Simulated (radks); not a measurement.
The numbers below are computed, except where a source is named.
Effect of the nuclear size on neutral chromium, [Ar] 3d5 4s1. Code: a radial shooting solver on a logarithmic mesh with Libxc functionals. Model: Dirac Kohn-Sham, LDA (Slater exchange, Perdew-Wang correlation), spin-unpolarised, spherical densities, finite nucleus; open shells are shared between the two j in proportion to 2j + 1; Fermi nuclear charge, rms radius 3.6452 fm. The rms radius is varied about that value; shifts are against it.

| rms radius (fm) | total energy shift (eV) | density at nucleus (e/bohr^3) | 1s1/2 shift (meV) | 2s1/2 shift (meV) |
|---|---|---|---|---|
| 2.938 | -0.0257 | 1.146e+04 | -10.9 | -0.954 |
| 3.4046 | -0.00936 | 1.139e+04 | -3.97 | -0.347 |
| 3.6452 | 0 | 1.137e+04 | 0.000 | 0.000 |
| 3.9733 | 0.0138 | 1.133e+04 | 5.84 | 0.510 |
| 4.0571 | 0.0174 | 1.132e+04 | 7.40 | 0.647 |

Slopes of the eigenvalues against <r^2> in GHz/fm^2, as finite differences over the two radii next to the reference (eigenvalue slopes, not the field-shift constants of lines): 1s1/2 565, 2s1/2 49.4.
